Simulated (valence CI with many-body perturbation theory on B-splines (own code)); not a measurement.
Results of a calculation; reference values are marked as such.
# Level structure of Tc¹²⁺

Level of theory: relativistic CI+MBPT: three valence electrons over a frozen Dirac-Fock core [Ar] 3d10, a basis of 11 s, 11 p, 10 d, 8 f, 5 g, 2 h functions for each j, with the one-electron correlation potential Σ1 (screened to all orders), the two-electron term Σ2, the three-electron term Σ3, Breit, model QED; selected single and double excitations, second order for the rest, scaled by the run's own slope (own B-spline code, finite nucleus).

No measured levels were compared; by estimate levels hold to about 250 cm⁻¹ or 0.2 % of their energy and the worst to 1 %, as in measured heavy ions of charge 2 to 7; those with d or f electrons hold less well.

Levels 136 to 180 of 194, with energies above the lowest level, 4s²4p ²P°_1/2. "Leading %" is the weight of the configuration and term that name the level; weights of strongly mixed levels are sums over their largest components and can fall short.

```csv
No.,Configuration,Term,J,E (cm⁻¹),Leading %,Second component,g
136,4s4p5p,²P,1/2,1282600,82,11 % 4s4p5p ²S,0.857
137,4s4p5p,²D,3/2,1283900,67,24 % 4s4p5p ²P,0.949
138,4s4p5p,²D,5/2,1294900,90,,1.207
139,4s4p5p,²P,3/2,1295400,68,25 % 4s4p5p ²D,1.196
140,4s4p5p,²S,1/2,1302900,74,10 % 4s4p5p ²P,1.864
141,4p4d²,⁴G°,5/2,1304300,55,19 % 4p²4f ⁴G°,0.652
142,4p4d²,⁴G°,7/2,1314900,63,22 % 4p²4f ⁴G°,1.005
143,4s²5f,²F°,5/2,1319600,94,,0.856
144,4s²5f,²F°,7/2,1319600,94,,1.142
145,4p4d²,⁴G°,9/2,1325200,40,16 % 4p4d² ²H°,1.087
146,4p4d²,²F°,5/2,1326300,18,16 % 4p4d² ⁴G°,0.969
147,4p²4f,²G°,7/2,1327700,38,31 % 4p4d² ²G°,0.973
148,4p4d²,⁴G°,9/2,1330400,28,19 % 4p4d² ²H°,1.071
149,4s²6s,²S,1/2,1333600,89,8 % 4s4p5p ²S,2.001
150,4p4d²,²D°,3/2,1334500,60,11 % 4p²4f ²D°,0.861
151,4p4d²,²F°,7/2,1337100,18,17 % 4p²4f ⁴D°,1.215
152,4p4d²,⁴G°,11/2,1338500,43,27 % 4p²4f ⁴G°,1.221
153,4p4d²,²F°,5/2,1346500,20,18 % 4p²4f ⁴D°,1.061
154,4p²4f,⁴D°,7/2,1348900,27,13 % 4p²4f ²G°,1.196
155,4p²4f,⁴G°,5/2,1351500,28,16 % 4p4d² ⁴G°,0.882
156,4p4d²,⁴D°,1/2,1351500,83,8 % 4p²4f ⁴D°,0.141
157,4p4d²,²G°,9/2,1353600,26,16 % 4p4d² ²H°,1.062
158,4p²4f,²H°,11/2,1354400,33,31 % 4p4d² ⁴G°,1.151
159,4p4d²,⁴D°,3/2,1356000,48,18 % 4p²4f ⁴D°,1.081
160,4p4d²,⁴P°,1/2,1358000,50,42 % 4p4d² ²S°,2.228
161,4p²4f,⁴D°,5/2,1359700,17,16 % 4p²4f ²F°,1.106
162,4p²4f,²G°,7/2,1359700,59,13 % 4p²4f ⁴F°,0.965
163,4s4p5d,⁴F°,3/2,1360300,41,22 % 4s4p5d ²D°,0.769
164,4p²4f,²F°,5/2,1361300,34,17 % 4p²4f ²D°,0.985
165,4p²4f,²G°,9/2,1361500,60,28 % 4p²4f ⁴F°,1.182
166,4p²4f,⁴G°,7/2,1363200,46,15 % 4p4d² ⁴G°,1.078
167,4p4d²,⁴D°,3/2,1363300,29,27 % 4p4d² ⁴F°,0.843
168,4s4p5d,⁴D°,5/2,1364000,39,20 % 4s4p5d ⁴F°,1.253
169,4p²5s,⁴P,1/2,1364500,76,12 % 4p²5s ²P,2.347
170,4s4p5d,⁴D°,1/2,1365800,77,5 % 4s4p5d ²P°,0.154
171,4p²4f,⁴G°,5/2,1365900,21,18 % 4p²4f ²D°,0.999
172,4s4p5d,⁴D°,3/2,1367300,45,31 % 4s4p5d ²D°,1.120
173,4s4p5d,²D°,5/2,1369300,30,24 % 4s4p5d ⁴F°,1.104
174,4p²4f,⁴D°,1/2,1369500,45,30 % 4p4d² ⁴D°,0.137
175,4p²4f,⁴D°,3/2,1371200,23,18 % 4p4d² ⁴F°,0.945
176,4s4p5d,⁴D°,7/2,1371800,45,40 % 4s4p5d ⁴F°,1.315
177,4s²5g,²G,9/2,1372400,95,,1.111
178,4s²5g,²G,7/2,1372500,95,,0.888
179,4p²4f,²F°,7/2,1372800,28,23 % 4p4d² ²F°,1.142
180,4s4p5d,⁴F°,3/2,1373600,45,20 % 4s4p5d ²P°,0.795
```

Names give the largest LS component (configuration and term), which can be under half, so a name can repeat, a term be missing and a line seem to break the LS rules; names also repeat where a configuration has a term twice.

Where two levels of one J and parity lie close, their mixing, g and order are uncertain.
